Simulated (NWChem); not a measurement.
Species: C$_{4}$H$_{7}$O$_{2}$, doublet; SMILES [CH]1COCCO1

```xyz
13

C      1.2527     0.5938    -0.1470
C      1.0977    -0.8656     0.1245
O     -0.1612    -1.3538    -0.2717
C     -1.1867    -0.5636     0.2653
C     -1.0580     0.8647    -0.2209
O      0.2034     1.4075     0.1253
H      2.2176     1.0837     0.0108
H      1.2415    -1.0753     1.2143
H      1.8677    -1.4385    -0.4144
H     -2.1468    -0.9935    -0.0580
H     -1.1564    -0.5845     1.3754
H     -1.1741     0.8878    -1.3199
H     -1.8212     1.5148     0.2310
```
Atoms are numbered in this order, from 1.

Computed with NWChem. Spin-unrestricted. Coordinates come from a PBE0/def2-SVP, spin-unrestricted optimisation. No stability test was run on the SCF state. Total energies compare along this basis series because the functional is fixed.

```tsv
level	basis functions	energy (Ha)	highest occupied level (eV)	lowest empty minus highest occupied level, either spin (eV)	<S²>
B3LYP/cc-pVDZ	119	-307.0108	?	?	0.753
B3LYP/aug-cc-pVDZ	201	-307.0386	-4.89	3.52	0.753
B3LYP/cc-pVTZ	278	-307.1127	-4.82	3.65	0.753
```

### Question
Some entries are withheld; supply them.

### Answer

- B3LYP/cc-pVDZ, highest occupied level (eV): -4.62
- B3LYP/cc-pVDZ, lowest empty minus highest occupied level, either spin (eV): 3.71
